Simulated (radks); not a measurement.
Question: Excited configurations of neutral zinc: one electron is placed in a higher orbital outside [Ar] 3d10 4s1. The ground configuration is [Ar] 3d10 4s2. Calculated with a radial shooting solver on a logarithmic mesh with Libxc functionals: scalar-relativistic Kohn-Sham, r2SCAN, spin-polarised, spherical densities, finite nucleus; open shells are filled with parallel spins first; meta-GGA in the generalised Kohn-Sham scheme; Fermi nuclear charge, rms radius 3.9283 fm. Excitation = E - E(ground); binding = E(ion) - E, where the ion is the core of charge +1; n* = 1/sqrt(2 binding) in atomic units, and the quantum defect is n - n*.

| outer orbital | excitation (eV) | binding (eV) | n* | quantum defect | eigenvalue (eV) | <r> (bohr) |
|---|---|---|---|---|---|---|
| 5p | 7.467 | 1.945 | 2.645 | 2.355 | -1.155 | 10.11 |
| 6s | 8.085 | 1.326 | 3.203 | 2.797 | -0.844 | 15.61 |

Estimate the row for 4d.

Answer: excitation (eV) 7.881; binding (eV) 1.530; n* 2.982; quantum defect 1.018; eigenvalue (eV) -0.686; <r> (bohr) 10.16. The Delta-SCF ionisation energy is 9.411 eV (NIST Atomic Spectra Database: 9.394 eV, measured). Self-interaction in the functional shifts the binding energies and quantum defects, so they are the method's values and not measured ones.
